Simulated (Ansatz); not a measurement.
Born–Oppenheimer molecular dynamics of a periodic cell of 25 atoms, SN2O2 (contents 5 N2 + 5 SO2, density as packed 0.89 g/cm³ with natural masses). It starts from a partly relaxed structure (largest force component 0.45 eV/Å).

All numbers below come from Ansatz 0.2.0, DFT PBE-D3(BJ), scalar-relativistic, plane waves, PAW. Settings: accuracy low, cutoff 420 eV, k mesh 1x1x1, fermi-dirac smearing 0.02 eV, no spin polarisation.

```json
{"ensemble": "NVT, Langevin thermostat", "time step": "1 fs", "steps asked": "100", "set temperature": "400 K", "friction": "0.02 /fs", "seed": "441875"}
```

First frame:

```xyz
25
Lattice="9.5023 0.0000 0.0000 0.0000 9.5023 0.0000 0.0000 0.0000 9.5023" Properties=species:S:1:pos:R:3
N -0.198 1.276 2.792
N 0.154 2.313 2.913
N 3.183 7.803 5.391
N 2.325 7.247 4.977
N 5.192 6.955 9.341
N 4.827 6.438 8.438
N 5.903 1.523 4.109
N 5.058 2.236 4.128
N 8.800 0.755 7.182
N 8.825 1.021 8.252
S 9.548 7.527 1.317
O 8.464 6.683 1.808
O 9.728 7.638 -0.119
S 5.529 2.411 8.917
O 4.907 2.596 7.612
O 5.492 1.088 9.514
S 6.188 6.817 3.799
O 5.441 5.632 3.388
O 7.031 6.717 4.975
S 2.316 3.582 6.501
O 1.735 3.689 7.830
O 1.976 2.424 5.686
S 2.890 4.443 2.235
O 2.467 5.725 1.691
O 3.533 3.495 1.336
```

Problem. What does the run give?

Solution. The run went to its last step.

* steps done: 100
* time covered: 100 fs
* mean temperature over the second half: 458 K
* spread of the potential energy over the second half: 5.9 meV per atom
* mean potential energy of the second half above the start: 26.5 meV per atom

The mean temperature of the second half is 14 % above the set value. A run of 0.1 ps of so small a system gives no equilibrium averages. Limits of this set-up: coarse k mesh, low accuracy level.

Problem. What happens to the structure?

Solution. Mean squared displacements from the first frame to the last, about the centre of mass: N 0.43 Å², S 0.11 Å², O 0.19 Å². Another seed would give other details.

Problem. How do temperature and energy run in time?

Solution. 
```tsv
time (fs)	T (K)	potential energy less start (eV)
0.0	384	0.000
8.0	319	0.232
16.0	370	0.154
24.0	287	0.275
32.0	415	0.317
40.0	371	0.346
48.0	370	0.590
56.0	406	0.359
64.0	448	0.568
72.0	456	0.747
80.0	554	0.566
88.0	476	0.797
96.0	442	0.692
```

Time of the run: 7.9 min on 1 thread of Arm Neoverse V2 (shared host), peak memory 0.66 GiB.
